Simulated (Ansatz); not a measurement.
Two isomers of C2H7BOS: A = `CCB(O)S`, B = `BOCCS`.

Isolated molecules relaxed with PBE0-D4/def2-TZVP in Ansatz; ΔE leaves out vibrations. CCSD(T)/CBS adds triple-zeta CCSD(T) − MP2 to the extrapolated MP2 energy (def2 sets, frozen cores). Functionals use def2-TZVPP. B3LYP here is the variant with VWN-RPA as its local correlation; programs differ in this. One conformer a species, not always the lowest.

(1) Which is lower in electronic energy at CCSD(T)/CBS, and by how much? (Best estimate.)

(2) Give E(B) − E(A) in kcal/mol with ωB97M-V, CCSD(T)/def2-SVP, B3LYP-D4, MP2/def2-TZVPP, BLYP-D4, CCSD(T)/def2-TZVPP, CCSD/def2-TZVPP. (Best estimate.)

(3) Does the order hold for the free energy at 298.15 K (harmonic terms from PBE0-D4)? (Estimate.)

Largest T1 diagnostic: 0.013.

Results:

(1) Computed: A, by 48.0 kcal/mol.

(2) Ansatz gave: ωB97M-V 48.1, CCSD(T)/def2-SVP 48.4, B3LYP-D4 46.8, MP2/def2-TZVPP 49.6, BLYP-D4 45.9, CCSD(T)/def2-TZVPP 47.8, CCSD/def2-TZVPP 47.7. None reverses the order clearly.

(3) The calculation gave: Yes: G(B) − G(A) = +46.7 kcal/mol, for one conformer each. Modes under 60 cm⁻¹, often nearly free rotors, make the harmonic entropy too high.

Leaving LDA and LC-ωPBE aside and taking each functional with its dispersion term where it has one, the values, not all of them listed here, spread over 5.3 kcal/mol, from BLYP-D4 to B97M-V. LDA lies +1.3 kcal/mol from PBE without D4. From BLYP to BHLYP (50 % exact exchange), in def2-TZVPP and without D4, E(B) − E(A) moves by +1.3 kcal/mol.
